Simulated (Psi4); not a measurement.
Dimer: CH4 (SMILES C) (first 5 atoms) with C2H6O (SMILES COC); geometry from B3LYP-D3(BJ)/def2-TZVP, rigid monomers moved along the line of their centres of mass till H5···O7 is 4.61 Å.
(charge 0, multiplicity 1):
```xyz
14

C      0.1001     0.0483    -0.3766
H      1.1471     0.2851    -0.5645
H     -0.5087     0.4342    -1.1935
H     -0.0194    -1.0335    -0.3196
H     -0.2139     0.5011     0.5626
C      1.0125     0.1943     5.3094
O     -0.3723     0.4196     5.1646
C     -1.1273    -0.7645     5.2955
H      1.3877    -0.4968     4.5435
H      1.2485    -0.2199     6.2985
H      1.5128     1.1549     5.1968
H     -0.8496    -1.5027     4.5319
H     -2.1756    -0.4989     5.1684
H     -0.9893    -1.2189     6.2854
```

Calculation: SAPT0/jun-cc-pV(D+d)Z (Psi4).

Q: Give the four SAPT terms and the total, and say what mostly holds the pair together.

A: electrostatics -0.03, exchange 0.00, induction 0.00, dispersion -0.08, total -0.12 kcal/mol; the largest attraction is dispersion.
